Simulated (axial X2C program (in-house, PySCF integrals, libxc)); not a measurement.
## Outer orbitals of NaRh⁻ at 2.969 Å, PBE0

Computed with an in-house all-electron X2C program for linear molecules (integrals from PySCF). Spin-free means the one-electron spin-free X2C Hamiltonian; two-component (2c) means X2C with spin–orbit coupling and atomic mean-field two-electron Coulomb and Gaunt terms, so the difference of the two also holds small scalar two-electron terms. Basis: Rh dyall-acv3z [13s13p9d5f3g], Na dyall-av3z [10s9p5d2f] (cores contracted in-house); Gaussian nuclei, density fitting, unrestricted open shells. Masses: Rh 102.906 u, Na 22.990 u.

The distance is close to the 2c PBE0 minimum; the highest filled and lowest empty levels are listed.

Spin-free orbitals, state M_S = 3/2, Λ = 2 (beyond evenly filled blocks: 2 × σα, δ+α, δ+β, δ-α) (Löwdin shares):

```tsv
symmetry	occupied	ε (eV)	atomic character
π+α	yes	-27.82	100% Na p
π-α	yes	-27.82	100% Na p
π-β	yes	-27.81	100% Na p
π+β	yes	-27.81	100% Na p
σα	yes	-27.79	100% Na p
σβ	yes	-27.76	100% Na p
σα	yes	-3.75	99% Rh d
δ+α	yes	-3.47	100% Rh d
δ-α	yes	-3.47	100% Rh d
π-α	yes	-2.94	99% Rh d
π+α	yes	-2.94	99% Rh d
π+β	yes	-2.23	99% Rh d
π-β	yes	-2.08	99% Rh d
δ+β	yes	-1.87	100% Rh d
σα	yes	-1.21	61% Rh s, 25% Na s, 9% Na p
σβ	yes	-0.83	47% Rh s, 29% Na s, 11% Na p
σα	yes	0.40	37% Na p, 34% Na s, 20% Rh p
σα	no	1.28	64% Na p, 28% Na s, 7% Rh p
π-α	no	1.30	99% Na p
π+α	no	1.30	99% Na p
σα	no	1.35	50% Na s, 29% Na p, 17% Rh p
```

The highest filled level is positive, so this functional does not bind it, and the empty levels of an anion are set by the basis.

Spinors with spin–orbit coupling (state Ω = 7/2):

```json
{"ω": "-1/2", "occupied": "yes", "ε (eV)": "-27.91", "atomic character": "100% Na p", "λ mixture": "80% π, 20% σ"}
{"ω": "1/2", "occupied": "yes", "ε (eV)": "-27.90", "atomic character": "100% Na p", "λ mixture": "72% π, 28% σ"}
{"ω": "3/2", "occupied": "yes", "ε (eV)": "-27.76", "atomic character": "100% Na p", "λ mixture": "100% π"}
{"ω": "-3/2", "occupied": "yes", "ε (eV)": "-27.74", "atomic character": "100% Na p", "λ mixture": "100% π"}
{"ω": "1/2", "occupied": "yes", "ε (eV)": "-27.73", "atomic character": "100% Na p", "λ mixture": "72% σ, 28% π"}
{"ω": "-1/2", "occupied": "yes", "ε (eV)": "-27.72", "atomic character": "100% Na p", "λ mixture": "80% σ, 20% π"}
{"ω": "1/2", "occupied": "yes", "ε (eV)": "-3.75", "atomic character": "99% Rh d", "λ mixture": "99% σ, 1% π"}
{"ω": "-3/2", "occupied": "yes", "ε (eV)": "-3.62", "atomic character": "100% Rh d", "λ mixture": "99% δ, 1% π"}
{"ω": "5/2", "occupied": "yes", "ε (eV)": "-3.30", "atomic character": "100% Rh d", "λ mixture": "100% δ"}
{"ω": "-1/2", "occupied": "yes", "ε (eV)": "-3.03", "atomic character": "99% Rh d", "λ mixture": "98% π, 2% σ"}
{"ω": "3/2", "occupied": "yes", "ε (eV)": "-2.88", "atomic character": "99% Rh d", "λ mixture": "96% π, 4% δ"}
{"ω": "1/2", "occupied": "yes", "ε (eV)": "-2.29", "atomic character": "99% Rh d", "λ mixture": "99% π, 1% σ"}
{"ω": "3/2", "occupied": "yes", "ε (eV)": "-1.99", "atomic character": "100% Rh d", "λ mixture": "96% δ, 4% π"}
{"ω": "-3/2", "occupied": "yes", "ε (eV)": "-1.99", "atomic character": "99% Rh d", "λ mixture": "99% π, 1% δ"}
{"ω": "1/2", "occupied": "yes", "ε (eV)": "-1.21", "atomic character": "61% Rh s, 25% Na s, 9% Na p", "λ mixture": "100% σ"}
{"ω": "-1/2", "occupied": "yes", "ε (eV)": "-0.83", "atomic character": "47% Rh s, 29% Na s, 11% Na p", "λ mixture": "100% σ"}
{"ω": "1/2", "occupied": "yes", "ε (eV)": "0.40", "atomic character": "37% Na p, 34% Na s, 20% Rh p", "λ mixture": "100% σ"}
{"ω": "1/2", "occupied": "no", "ε (eV)": "1.28", "atomic character": "71% Na p, 23% Na s, 6% Rh p", "λ mixture": "100% σ"}
{"ω": "-1/2", "occupied": "no", "ε (eV)": "1.30", "atomic character": "99% Na p", "λ mixture": "100% π"}
{"ω": "3/2", "occupied": "no", "ε (eV)": "1.30", "atomic character": "99% Na p", "λ mixture": "100% π"}
{"ω": "1/2", "occupied": "no", "ε (eV)": "1.36", "atomic character": "56% Na s, 23% Na p, 19% Rh p", "λ mixture": "100% σ"}
```

The highest filled level is positive, so this functional does not bind it, and the empty levels of an anion are set by the basis.

Mulliken charges and populations of the two-component result (they depend on the basis, above all on diffuse functions):

Rh -0.60 e (s 9.42 p 18.11 d 18.07), Na -0.40 e (s 4.95 p 6.44 d 0.01). ⟨Lz⟩ = 2.01 ħ and ⟨Sz⟩ = 1.49 ħ (1.16 and 0.33 on the two atoms), which add up to Ω.

Occupations by symmetry block were frozen at the best pattern of an incomplete PBE0 search. Density functionals use the spin component along the axis (collinear). PBE0 can misorder states that lie within some tenths of an eV, so this need not be the ground state of the molecule. The nearest other spin-free determinant of the search, M_S = 1/2, Λ = 0, lies 0.31 eV up at the distance of the search. The functionals have no current-density term, which raises determinants with orbital currents, atoms included. With several unpaired electrons one determinant need not be a pure state. The highest occupied level of some functionals is positive through self-interaction error; at Hartree–Fock it is bound.
